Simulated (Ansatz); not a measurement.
Basis-set extrapolation for `O=C=[N][AlH][F]` (PBE0-D4/def2-TZVP geometry, frozen core, Ansatz). Multiplicity 1, RHF reference.

|  | def2-TZVPP | def2-QZVPP |
| --- | --- | --- |
| HF | -509.390572 | -509.410097 |
| MP2 correlation | -0.884231 | -0.956178 |
| CCSD(T) correlation | -0.922827 | -0.990960 |

Energies in hartree. Use E(X) = E(∞) + A·exp(−7.88·√X) for Hartree–Fock and E(X) = E(∞) + B·X^(−2.97) for correlation, with X = 3 and 4.

Problem. What is the CCSD(T) energy at the basis-set limit?

Solution. HF limit: -509.410097 + (-0.019525) × 0.13774 = -509.41279. Correlation limit: -0.990960 + (-0.068133) × 0.74074 = -1.04143. Total: -510.45422 hartree, 369.7 kJ/mol below CCSD(T)/def2-TZVPP.
